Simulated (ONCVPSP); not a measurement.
# How hard is this Zn (Z = 30) ONCV potential?

| Item | Value |
| --- | --- |
| Element | Zn (Z = 30) |
| Generator | ONCVPSP 4.0.1 |
| Type | optimised norm-conserving Vanderbilt (ONCV) |
| Functional | LDA (Perdew-Zunger) |
| Relativity | scalar-relativistic |
| Frozen core | [Ne] 3s2 |
| Valence charge | 18 |
| Reference configuration | 3p6 3d10 4s2 |
| Partial waves | 4s: rc 2.20 bohr, ncon 4, nbas 8, qcut 3.7 1/bohr, 1 projector; 3p: rc 1.05 bohr, ncon 4, nbas 7, qcut 12.6 1/bohr, 2 projectors, debl 3.9 Ha; 3d: rc 1.35 bohr, ncon 3, nbas 8, qcut 13.9 1/bohr, 3 projectors, debl 2.2 Ha |
| Local potential | polynomial inside 0.95 bohr (lpopt 5, dvloc0 3 Ha) |
| Core correction | Teter function, fcfact 5.25, rcfact 1.7 |

**Question.** For each optimised wave give the share of its norm inside rc, the residual kinetic energy above qcut (Ha) and the cutoffs (Ha) for errors of 10, 1, 0.1 and 0.01 mHa per electron.

**Answer.**

```
         wave  norm inside rc  residual KE  10 mHa  1 mHa  0.1 mHa  0.01 mHa
           4s           0.393      1.9e-04     3.5    5.4      9.6      32.8
           3p           0.876      4.4e-07    40.7   52.0     61.6      69.7
p projector 2           0.024      6.2e-08    27.6   40.1     50.8      60.3
           3d           0.835      3.4e-07    55.6   66.1     74.6      81.8
d projector 2           0.068      2.3e-08    50.3   63.0     73.2      81.5
d projector 3           0.090      1.4e-07    55.4   68.1     78.6      85.9
```

The occupied waves need 66 Ha and 75 Ha for 1 and 0.1 mHa. Note: ghosts flagged at negative energy: s at -69.1 eV; no localised positive-energy state flagged. A true bound ghost makes a file unfit for plane-wave use.
